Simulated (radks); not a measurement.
Q: Ru4+, configuration [Kr] 4d3.75 4f0.25 (fractional occupations, a model configuration). Method: scalar-relativistic Kohn-Sham, SCAN, spin-polarised, spherical densities, finite nucleus; open shells are filled with parallel spins first (spin-orbit coupling, left out, can overturn this in heavy ions); meta-GGA in the generalised Kohn-Sham scheme; Fermi nuclear charge, rms radius 4.4809 fm; computed with a radial shooting solver on a logarithmic mesh with Libxc functionals. Some entries of the table are withheld. Estimate them.

| orbital | occ. | eigenvalue (Ry) | r(max) (bohr) | <1/r> (bohr^-1) |
|---|---|---|---|---|
| 1s down | 1 | -1619.726 | 0.02172 | 45.87 |
| 1s up | 1 | -1619.726 | 0.02172 | 45.87 |
| 2s up | 1 | -237.4124 | 0.1228 | 10.38 |
| 2s down | 1 | -237.3534 | 0.1228 | 10.39 |
| 2p up | 3 | -212.8033 | 0.09829 | 10.05 |
| 2p down | 3 | -212.7573 | 0.09828 | 10.06 |
| 3s up | 1 | -45.52778 | 0.3609 | 3.608 |
| 3s down | 1 | -45.50386 | 0.3610 | 3.607 |
| 3p up | 3 | -37.36632 | 0.3545 | 3.430 |
| 3p down | 3 | -37.33534 | 0.3546 | 3.429 |
| 3d up | 5 | -24.31464 | 0.3015 | 3.196 |
| 3d down | 5 | -24.25757 | 0.3018 | 3.196 |
| 4s up | 1 | -9.75851 | (1) | 1.353 |
| 4s down | 1 | -9.45052 | (2) | 1.366 |
| 4p up | 3 | -7.43847 | 0.9764 | 1.225 |
| 4p down | 3 | -7.10837 | 0.9682 | 1.237 |
| 4d up | 3.75 | -4.03635 | 1.138 | 0.9702 |
| 4f up | 0.25 | -1.40165 | 2.408 | 0.4362 |

A: 
(1) 4s up r(max) (bohr): 0.9145
(2) 4s down r(max) (bohr): 0.9070
